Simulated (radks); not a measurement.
Problem. Isoelectronic series with 31 electrons, all held in the configuration [Ar] 3d10 4s2 4p1, which need not be the ground one along the series. Calculated with a radial shooting solver on a logarithmic mesh with Libxc functionals: scalar-relativistic Kohn-Sham, PBE, spin-polarised, spherical densities, point nucleus; open shells are filled with parallel spins first (spin-orbit coupling, left out, can overturn this in heavy ions). Total energies (hartree) and orbital eigenvalues (eV) (* marks an orbital that is empty in some or all of the ions):

ion,E (hartree),4d up*,4p down*,4p up,4s down,4s up
Ho36+,-11853.8311,-1384.245,-1532.895,-1538.123,-1654.929,-1660.187
Er37+,-12265.8378,-1455.552,-1609.454,-1614.793,-1737.378,-1742.748
Tm38+,-12685.9750,-1528.619,-1687.898,-1693.349,-1821.975,-1827.456
Yb39+,-13114.3226,-1603.446,-1768.233,-1773.795,-1908.740,-1914.333
Lu40+,-13550.9631,-1680.035,-1850.466,-1856.140,-1997.696,-2003.399
Hf41+,-13995.9824,-1758.389,-1934.605,-1940.391,-2088.863,-2094.678
Ta42+,-14449.4695,-1838.510,-2020.657,-2026.555,-2182.266,-2188.193
W43+,-14911.5165,-1920.399,-2108.630,-2114.640,-2277.929,-2283.967
Re44+,-15382.2192,-2004.060,-2198.532,-2204.654,-2375.877,-2382.025
Os45+,-15861.6770,-2089.494,-2290.370,-2296.604,-2476.135,-2482.395
Ir46+,-16349.9932,-2176.703,-2384.153,-2390.500,-2578.732,-2585.102
Au48+,-17353.6342,-2356.460,-2577.589,-2584.161,-2791.055,-2797.646
Hg49+,-17869.1867,-2449.012,-2677.259,-2683.943,-2900.841,-2907.544

Estimate the row of Pt47+.

Solution. E (hartree) -16847.2751; 4d up* -2265.691; 4p down* -2479.890; 4p up -2486.349; 4s down -2683.695; 4s up -2690.176.
